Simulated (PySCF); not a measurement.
# Distorted geometries of [Pb(OH)3]+

[Pb(OH)3]+ (singlet). PySCF 2.14.0, RKS r2SCAN, Pb def2-SVP with ECP60, O def2-SVP, H def2-SVP; non-relativistic Hamiltonian with scalar-relativistic core potentials where named; density fitting; no spin-orbit coupling. Relaxed geometry:

```xyz
7

Pb    0.0000    0.0000    0.0635
O     2.0217    0.3477    0.0649
H     2.5113   -0.5017    0.0643
O    -1.3119    1.5771    0.0649
H    -0.8211    2.4257    0.0643
O    -0.7098   -1.9247    0.0649
H    -1.6901   -1.9240    0.0643
```

Order these distorted geometries by energy above the relaxed one, lowest first.
A.
```xyz
7

Pb   -0.0188    0.0360    0.0298
O     2.0228    0.3669    0.0676
H     2.5210   -0.4598    0.1235
O    -1.3087    1.5793    0.0910
H    -0.8127    2.3992    0.0942
O    -0.7070   -1.9372    0.0313
H    -1.6966   -1.9843    0.0137
```
B.
```xyz
7

Pb   -0.0142    0.0028    0.0799
O     2.0222    0.3442    0.0230
H     2.5173   -0.5186    0.0138
O    -1.2964    1.5671    0.0717
H    -0.8232    2.4270    0.0544
O    -0.7185   -1.9125    0.0961
H    -1.6872   -1.9100    0.1122
```
C.
```xyz
7

Pb   -0.2549   -0.0254    0.0011
O     1.9993    0.3893   -0.1657
H     2.6566   -0.5049   -0.1051
O    -0.8437    1.6712    0.1257
H    -0.8698    2.3502    0.1812
O    -0.8941   -1.9130    0.2518
H    -1.7935   -1.9673    0.1623
```

B (0.02 eV), A (0.06 eV), C (6.78 eV).

Which forces (eV/Å) act in the one that lies 0.02 eV up?


```
Pb   0.74 -0.18 -0.05
O    0.09 -0.59  0.01
H   -0.36  0.56  0.01
O   -0.35  0.49  0.01
H    0.00 -0.09  0.00
O    0.46 -0.17  0.00
H   -0.56 -0.03  0.01
```
Forces carry noise of the integration grid, about 0.01 to 0.03 eV/Å.

No frequency check is given that shows the relaxed geometry to be a minimum.
